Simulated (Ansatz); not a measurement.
Total energies of C$_{6}$H$_{18}$W, SMILES `[CH3][W]([CH3])([CH3])([CH3])([CH3])[CH3]`.

```json
{"atom": "C1", "x (Å)": "0.039", "y (Å)": "-0.161", "z (Å)": "-2.230"}
{"atom": "W2", "x (Å)": "0.011", "y (Å)": "-0.167", "z (Å)": "-0.103"}
{"atom": "C3", "x (Å)": "-1.472", "y (Å)": "-1.682", "z (Å)": "0.059"}
{"atom": "C4", "x (Å)": "-0.205", "y (Å)": "1.939", "z (Å)": "-0.615"}
{"atom": "C5", "x (Å)": "-1.348", "y (Å)": "0.604", "z (Å)": "1.413"}
{"atom": "C6", "x (Å)": "1.659", "y (Å)": "-1.495", "z (Å)": "0.101"}
{"atom": "C7", "x (Å)": "1.322", "y (Å)": "0.852", "z (Å)": "1.306"}
{"atom": "H8", "x (Å)": "-0.782", "y (Å)": "0.359", "z (Å)": "-2.724"}
{"atom": "H9", "x (Å)": "-0.004", "y (Å)": "-1.224", "z (Å)": "-2.506"}
{"atom": "H10", "x (Å)": "0.985", "y (Å)": "0.244", "z (Å)": "-2.604"}
{"atom": "H11", "x (Å)": "-1.079", "y (Å)": "-2.514", "z (Å)": "-0.542"}
{"atom": "H12", "x (Å)": "-2.412", "y (Å)": "-1.355", "z (Å)": "-0.396"}
{"atom": "H13", "x (Å)": "-1.682", "y (Å)": "-2.050", "z (Å)": "1.064"}
{"atom": "H14", "x (Å)": "-0.175", "y (Å)": "2.649", "z (Å)": "0.208"}
{"atom": "H15", "x (Å)": "0.554", "y (Å)": "2.218", "z (Å)": "-1.353"}
{"atom": "H16", "x (Å)": "-1.185", "y (Å)": "2.014", "z (Å)": "-1.104"}
{"atom": "H17", "x (Å)": "-1.239", "y (Å)": "-0.078", "z (Å)": "2.266"}
{"atom": "H18", "x (Å)": "-1.171", "y (Å)": "1.620", "z (Å)": "1.760"}
{"atom": "H19", "x (Å)": "-2.380", "y (Å)": "0.525", "z (Å)": "1.057"}
{"atom": "H20", "x (Å)": "1.490", "y (Å)": "-2.261", "z (Å)": "-0.669"}
{"atom": "H21", "x (Å)": "1.638", "y (Å)": "-1.992", "z (Å)": "1.076"}
{"atom": "H22", "x (Å)": "2.650", "y (Å)": "-1.066", "z (Å)": "-0.049"}
{"atom": "H23", "x (Å)": "0.936", "y (Å)": "1.758", "z (Å)": "1.767"}
{"atom": "H24", "x (Å)": "2.217", "y (Å)": "1.111", "z (Å)": "0.726"}
{"atom": "H25", "x (Å)": "1.629", "y (Å)": "0.155", "z (Å)": "2.093"}
```

Charge 0, multiplicity 1. Correlated methods include outer-core shells of W, which these sets cover unevenly. W takes the def2 core potential. All single points use the PBE0-D4/def2-TZVP geometry. Basis def2-TZVPP, Ansatz.

RPA on PBE orbitals: Hartree–Fock energy of these orbitals -303.93300 Eh, correlation -2.65964 Eh (frozen core).

| functional | energy without D4 (Eh) | D4 term (kJ/mol) |
| --- | --- | --- |
| PBE | -306.27442 | -67.1 |
| HSE06 (plane-wave form) | -306.24717 | -54.2 |

Question: Give the same for LDA (SPW92), revPBE, BLYP, r2SCAN, B97M-V, PBE0, B3LYP, r2SCANh, r2SCAN0, BHLYP, CAM-B3LYP, LC-ωPBE, ωB97X-V, ωB97M-V, B2PLYP, PBE-QIDH. (An estimate is asked.)

Answer: Computed: 
```csv
functional,energy without D4 (Eh),D4 term (kJ/mol)
LDA (SPW92),-304.16843,–
revPBE,-306.58203,-187.4
BLYP,-306.40722,-142.2
r2SCAN,-306.47804,-18.2
B97M-V,-306.60107,–
PBE0,-306.26407,-57.7
B3LYP,-306.62562,-106.7
r2SCANh,-306.44068,-19.3
r2SCAN0,-306.38685,-21.2
BHLYP,-306.26181,-85.3
CAM-B3LYP,-306.36994,-59.0
LC-ωPBE,-306.44948,–
ωB97X-V,-306.47633,–
ωB97M-V,-306.31830,–
B2PLYP,-306.22072,–
PBE-QIDH,-306.14083,–
```

B3LYP takes the VWN-RPA correlation (the form of Gaussian; ORCA's B3LYP/G). HSE06 is the plane-wave form, built on full-range PBE exchange. The double hybrids freeze the cores in their second-order part.

LC-ωPBE has ω = 0.4 bohr⁻¹.
